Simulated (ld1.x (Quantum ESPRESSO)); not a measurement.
## tellurium (Te): excitation energies, all-electron against TM

```
Element                 : tellurium
Generator               : ld1.x (Quantum ESPRESSO) 7.5
Type                    : norm-conserving Troullier–Martins (Kleinman–Bylander form)
Functional              : LDA (PZ)
Relativity              : scalar-relativistic
Frozen core             : [Kr] 4d10
Valence charge          : 6
Reference configuration : 5s2 5p3.5 (charge +0.5)
Partial waves           : 5p (bound): rc 1.80 bohr; 5s (bound): rc 1.35 bohr
Local potential         : the s channel
Core correction         : a·sin(br)/r model core inside 0.65 bohr
```

Energies are relative to the spin-unpolarised reference configuration 5s2 5p3.5; without spin polarisation the order of configurations can differ from experiment. Spin-polarised rows fill each open shell by Hund’s rule, majority spin first.

```
     valence configuration  charge  ΔE all-electron (eV)  error AE − PS (meV)
                   5s2 5p4       0                -3.985                 +0.7
                   5s2 5p3      +1                 5.931                 -2.2
                   5s2 5p2      +2                24.105                  -16
                   5s2 5p0      +4                88.243                 -130
                   5s2 5p1      +3                51.337                  -53
5s2 5p3.5 (spin-polarised)    +0.5                -0.824                 +0.4
  5s2 5p4 (spin-polarised)       0                -4.464                 +1.0
```

(1) What are ΔE and the potential's error for 5s1 5p4?

(2) What are ΔE and the potential's error for 5s2 5p4.3?

Levels in the configuration 5s2 5p1:

```csv
level,all-electron (eV),pseudo (eV)
5s,-43.140,-43.197
5p,-31.989,-32.035
```

Note: ghost states, extra bound levels that the all-electron valence spectrum of the same l lacks: p at -3357.4 eV, d at -1.97 eV. A true bound ghost makes a file unfit for plane-wave use.

Answers

(1) ΔE = 15.861 eV all-electron; the error (AE − PS) is -27 meV.

(2) ΔE = -5.501 eV all-electron; the error (AE − PS) is +0.7 meV.
